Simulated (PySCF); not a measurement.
Gas-phase reaction: Ga2H6 + 3 Br2 = 2 GaBr3 + 3 H2

Method: PySCF energies plus ideal-gas RRHO corrections (1 bar). † marks an energy on the PBE0/def2-TZVP geometry and frequencies. CCSD(T) freezes the core. All species are closed-shell singlets. Br, Ga: all electrons, no relativistic terms. Ga2H6: computed as isolated molecules; such fragments, hydroxides, amides, oligomers or adducts are transient or little studied in the gas. CCSD(T) isn't extrapolated to the basis-set limit.

r2SCAN/def2-TZVP† gives ΔH°(298 K) = -892 kJ.

**Question.** What do LDA/def2-TZVP†, CCSD(T)/def2-SVP†, ωB97M-V/def2-TZVP† give?

**Answer.** LDA/def2-TZVP†: -793 kJ; CCSD(T)/def2-SVP†: -927 kJ; ωB97M-V/def2-TZVP†: -877 kJ. For scale, ΔH°(298 K) is -892 kJ at this level, -877 kJ at ωB97M-V/def2-TZVP†, and runs from -994 to -793 kJ over the 19 levels computed.
